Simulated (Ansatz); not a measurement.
A run on C$_{13}$H$_{17}$FOTi (`C[O][Ti]12345678([F])([C@@H]9[C@H]1[C@H]2[C@@]3(C)[C@@H]94)[C@@H]1[C@H]5[C@H]6[C@@]7(C)[C@@H]18`) with other settings.

```yaml
crystal:
  periodic: [false, false, false]
  atoms:
    - {symbol: C, position_ang: [-2.063624, -1.134852, 1.501738]}
    - {symbol: O, position_ang: [-1.418332, -0.054948, 0.907989]}
    - {symbol: Ti, position_ang: [0.050800, -0.106290, -0.218859]}
    - {symbol: F, position_ang: [-0.505998, -1.574709, -1.163393]}
    - {symbol: C, position_ang: [0.898398, 1.901403, -1.195305]}
    - {symbol: C, position_ang: [-0.302465, 2.217281, -0.531801]}
    - {symbol: C, position_ang: [-1.354853, 1.591743, -1.236265]}
    - {symbol: C, position_ang: [-0.818617, 0.872212, -2.313161]}
    - {symbol: C, position_ang: [-1.571636, 0.053307, -3.297382]}
    - {symbol: C, position_ang: [0.588369, 1.042453, -2.266558]}
    - {symbol: C, position_ang: [1.857111, -1.661346, 0.108898]}
    - {symbol: C, position_ang: [2.402287, -0.379223, -0.019083]}
    - {symbol: C, position_ang: [1.979137, 0.381517, 1.103308]}
    - {symbol: C, position_ang: [1.201684, -0.444344, 1.937768]}
    - {symbol: C, position_ang: [0.594123, -0.041777, 3.236551]}
    - {symbol: C, position_ang: [1.100988, -1.698070, 1.298430]}
    - {symbol: H, position_ang: [-1.520623, -1.514533, 2.378421]}
    - {symbol: H, position_ang: [-2.179642, -1.965425, 0.793877]}
    - {symbol: H, position_ang: [-3.060525, -0.823839, 1.836180]}
    - {symbol: H, position_ang: [1.884059, 2.243028, -0.922983]}
    - {symbol: H, position_ang: [-0.403997, 2.822407, 0.356678]}
    - {symbol: H, position_ang: [-2.393818, 1.595978, -0.946431]}
    - {symbol: H, position_ang: [-1.417852, 0.430687, -4.311938]}
    - {symbol: H, position_ang: [-2.641060, 0.074985, -3.084995]}
    - {symbol: H, position_ang: [-1.241794, -0.987154, -3.262572]}
    - {symbol: H, position_ang: [1.296930, 0.590171, -2.945979]}
    - {symbol: H, position_ang: [1.932426, -2.458932, -0.613457]}
    - {symbol: H, position_ang: [3.027662, -0.030724, -0.826312]}
    - {symbol: H, position_ang: [2.244405, 1.406382, 1.316622]}
    - {symbol: H, position_ang: [-0.361639, 0.465469, 3.082076]}
    - {symbol: H, position_ang: [1.255574, 0.639282, 3.775435]}
    - {symbol: H, position_ang: [0.416282, -0.910510, 3.871957]}
    - {symbol: H, position_ang: [0.526261, -2.541637, 1.650535]}
basis:
  gaussian: {orbitals: aug-cc-pVDZ}
hamiltonian: {xc: {name: B97M-V}}
output: {forces: true}
```

```sh
$ ansatz run in.yaml --threads 11 --pin off --events-out ev --progress --plain --max-ram 174080MiB --backend cuda --devices 0, --max-vram 75GiB
```

Output, abridged:

```
Functional definition: B97M-V
4957 factors; their error is unknown
mean field evaluation 1: about -41598.2825 eV, gradient 1.3e2 eV
mean field evaluation 2: about -41140.8901 eV, gradient 5.4e2 eV
mean field evaluation 4: about -41552.6038 eV, gradient 2.5e2 eV
mean field evaluation 8: about -41638.5037 eV, gradient 6.1e-1 eV
mean field -41638.50444540 eV, -1530.1868147764 hartree, gradient 2.6e-5 eV, S^2 0.000000; 0 other end points of the search recorded, 0 dependent functions left out
reference -41638.50467582 eV, -1530.1868232443 hartree; 67, 67 occupied and 490, 490 virtual orbitals, 4957 factors
Total energy: -41638.50467582 eV, -1530.1868232443 hartree
Atom 0 at    -2.063624    -1.134852     1.501738 Å, force    -0.043238    -0.159617     0.101791 eV/Å
Atom 1 at    -1.418332    -0.054948     0.907989 Å, force    -0.164975     0.245320     0.042768 eV/Å
Atom 2 at     0.050800    -0.106290    -0.218859 Å, force     0.321875     0.154209    -0.020484 eV/Å
Atom 3 at    -0.505998    -1.574709    -1.163393 Å, force    -0.096119    -0.179113    -0.119456 eV/Å
Atom 4 at     0.898398     1.901403    -1.195305 Å, force     0.205460     0.121353     0.010039 eV/Å
Atom 5 at    -0.302465     2.217281    -0.531801 Å, force    -0.044762     0.137582     0.198345 eV/Å
Atom 6 at    -1.354853     1.591743    -1.236265 Å, force    -0.227323     0.047447     0.017319 eV/Å
Atom 7 at    -0.818617     0.872212    -2.313161 Å, force    -0.125093    -0.093650    -0.180728 eV/Å
Atom 8 at    -1.571636     0.053307    -3.297382 Å, force     0.039518    -0.001321     0.057952 eV/Å
Atom 9 at     0.588369     1.042453    -2.266558 Å, force     0.108010    -0.088943    -0.177649 eV/Å
Atom 10 at     1.857111    -1.661346     0.108898 Å, force     0.057135    -0.212831    -0.140677 eV/Å
Atom 11 at     2.402287    -0.379223    -0.019083 Å, force     0.169559     0.064091    -0.145509 eV/Å
Atom 12 at     1.979137     0.381517     1.103308 Å, force     0.045162     0.197503     0.060398 eV/Å
Atom 13 at     1.201684    -0.444344     1.937768 Å, force    -0.041098     0.019834     0.245286 eV/Å
Atom 14 at     0.594123    -0.041777     3.236551 Å, force    -0.001060    -0.010234    -0.064157 eV/Å
Atom 15 at     1.100988    -1.698070     1.298430 Å, force    -0.128381    -0.170942     0.085186 eV/Å
Atom 16 at    -1.520623    -1.514533     2.378421 Å, force     0.025781    -0.032521     0.052229 eV/Å
Atom 17 at    -2.179642    -1.965425     0.793877 Å, force     0.006455    -0.045803    -0.049183 eV/Å
Atom 18 at    -3.060525    -0.823839     1.836180 Å, force    -0.040853     0.019100     0.011615 eV/Å
Atom 19 at     1.884059     2.243028    -0.922983 Å, force     0.075746     0.007836     0.031908 eV/Å
Atom 20 at    -0.403997     2.822407     0.356678 Å, force    -0.006206     0.038257     0.070290 eV/Å
Atom 21 at    -2.393818     1.595978    -0.946431 Å, force    -0.075515    -0.019041     0.026344 eV/Å
Atom 22 at    -1.417852     0.430687    -4.311938 Å, force    -0.000623    -0.001287    -0.046258 eV/Å
Atom 23 at    -2.641060     0.074985    -3.084995 Å, force    -0.048266    -0.002043     0.004358 eV/Å
Atom 24 at    -1.241794    -0.987154    -3.262572 Å, force     0.009178    -0.046953    -0.022687 eV/Å
Atom 25 at     1.296930     0.590171    -2.945979 Å, force     0.058742    -0.047820    -0.045648 eV/Å
Atom 26 at     1.932426    -2.458932    -0.613457 Å, force    -0.009248    -0.044775    -0.049127 eV/Å
Atom 27 at     3.027662    -0.030724    -0.826312 Å, force     0.031212     0.035148    -0.069374 eV/Å
Atom 28 at     2.244405     1.406382     1.316622 Å, force     0.009660     0.089222     0.011251 eV/Å
Atom 29 at    -0.361639     0.465469     3.082076 Å, force    -0.048115     0.034420     0.025362 eV/Å
Atom 30 at     1.255574     0.639282     3.775435 Å, force     0.017887     0.036301     0.026398 eV/Å
Atom 31 at     0.416282    -0.910510     3.871957 Å, force    -0.019555    -0.036769     0.029777 eV/Å
Atom 32 at     0.526261    -2.541637     1.650535 Å, force    -0.060949    -0.053961     0.022320 eV/Å
Dipole moment:     0.239136     0.209582     0.136341 e Å
```

Run time 6.5 s (11 threads of an AMD EPYC 7R13 on a shared host and a whole NVIDIA H100 80 GB); peak host memory 2.7 GiB.
